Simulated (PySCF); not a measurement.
C₂H₃Br₂Cl. Atoms are numbered in the order given.

```xyz
8

C     -1.8282     0.7201     0.0000
C     -0.3402     0.4338     0.0000
Cl     0.5856     1.9639     0.0000
Br     0.1374    -0.6099    -1.6031
Br     0.1374    -0.6099     1.6031
H     -2.0871     1.3012     0.8968
H     -2.3923    -0.2224     0.0000
H     -2.0871     1.3012    -0.8968
```
Charge 0, spin multiplicity 1.

Geometry: B3LYP-D3(BJ)/def2-SVP.

Level of theory: TDDFT-LC-ωPBE/def2-SVPD run with PySCF.

Vertical excitations. Isolated molecule, no solvent. State labels are in the subgroup Cs.

```
state  symmetry  energy (eV)  λ (nm)      f                                                                 main pairs
-----  --------  -----------  ------  -----  -------------------------------------------------------------------------
S1           A"         5.30     234  0.004                                                             HOMO→LUMO 83 %
S2           A"         5.57     223  0.003                                       HOMO−1→LUMO 73 %, HOMO−2→LUMO+1 15 %
S3           A'         5.67     219  0.002                                       HOMO−2→LUMO 68 %, HOMO−1→LUMO+1 18 %
S4           A'         5.86     211  0.004                        HOMO−3→LUMO 41 %, HOMO→LUMO+1 38 %, HOMO−5→LUMO 8 %
S5           A'         6.91     180  0.005    HOMO−5→LUMO 27 %, HOMO−3→LUMO 23 %, HOMO−5→LUMO+2 12 %, HOMO→LUMO+1 9 %
S6           A"         6.97     178  0.038                   HOMO−4→LUMO 42 %, HOMO−4→LUMO+2 12 %, HOMO−1→LUMO+2 11 %
S7           A'         7.51     165  0.001    HOMO→LUMO+1 32 %, HOMO−3→LUMO 23 %, HOMO−5→LUMO 17 %, HOMO−1→LUMO+1 5 %
S8           A'         7.55     164  0.011                                       HOMO−1→LUMO+1 60 %, HOMO−2→LUMO 17 %
S9           A"         7.65     162  0.000                                       HOMO−2→LUMO+1 53 %, HOMO−1→LUMO 13 %
S10          A"         7.82     159  0.085  HOMO−4→LUMO 33 %, HOMO→LUMO+2 19 %, HOMO−3→LUMO+1 15 %, HOMO−2→LUMO+1 9 %
T1           A"         4.60     269      0                                                             HOMO→LUMO 77 %
T2           A"         4.84     256      0                                       HOMO−1→LUMO 65 %, HOMO−2→LUMO+1 19 %
T3           A'         4.91     252      0                                       HOMO−2→LUMO 63 %, HOMO−1→LUMO+1 20 %
T4           A'         5.07     245      0                        HOMO−3→LUMO 45 %, HOMO→LUMO+1 32 %, HOMO−5→LUMO 8 %
```
Triplets are in the Tamm–Dancoff approximation, which puts them higher than full response would, so one can lie above its singlet here.
